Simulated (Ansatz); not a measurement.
Born–Oppenheimer molecular dynamics of AlFH4N2 (8 atoms, charge 0, multiplicity 1). It starts from a relaxed structure.

All numbers below come from RKS LDA/def2-SVP in Ansatz 0.2.0.

```yaml
ensemble: NVE (velocity Verlet)
time_step: 0.5 fs
steps_asked: 166
starting_velocities_drawn_for: 50 K
seed: 892713
```

First frame:

```xyz
8
Properties=species:S:1:pos:R:3
Al 0.094 0.097 0.060
N 0.022 -0.136 1.802
H -0.849 -0.099 2.339
H 0.816 -0.322 2.418
N 1.575 0.033 -0.887
H 2.514 -0.144 -0.524
H 1.601 0.175 -1.900
F -1.330 0.396 -0.744
```

How far do the bonds stretch over the last three quarters of this one trajectory? (Pairs bonded in most of those frames.)


```
  bond  mean (Å)  spread (Å)  shortest  longest
Al1–N2     1.758       0.007      1.75     1.77
Al1–N5     1.760       0.017      1.74     1.79
Al1–F8     1.662       0.006      1.65     1.67
 N2–H3     1.024       0.007      1.01     1.03
 N2–H4     1.022       0.003      1.02     1.03
 N5–H6     1.023       0.004      1.02     1.03
 N5–H7     1.023       0.005      1.02     1.03
```

Mean temperature of the second half: 27 K. The conserved energy stayed within 0.018 meV per atom of its start (net change 0.0074 meV per atom), so the integration is sound. Over the second half the temperature averaged 0.53 of the 50 K drawn at the start: a run that starts near a minimum puts about half its kinetic energy into the potential. A run of 0.083 ps of so small a system gives no equilibrium averages.

The run took 110 s on 2 threads of Arm Neoverse V1, on a shared host, peak memory 0.11 GiB.
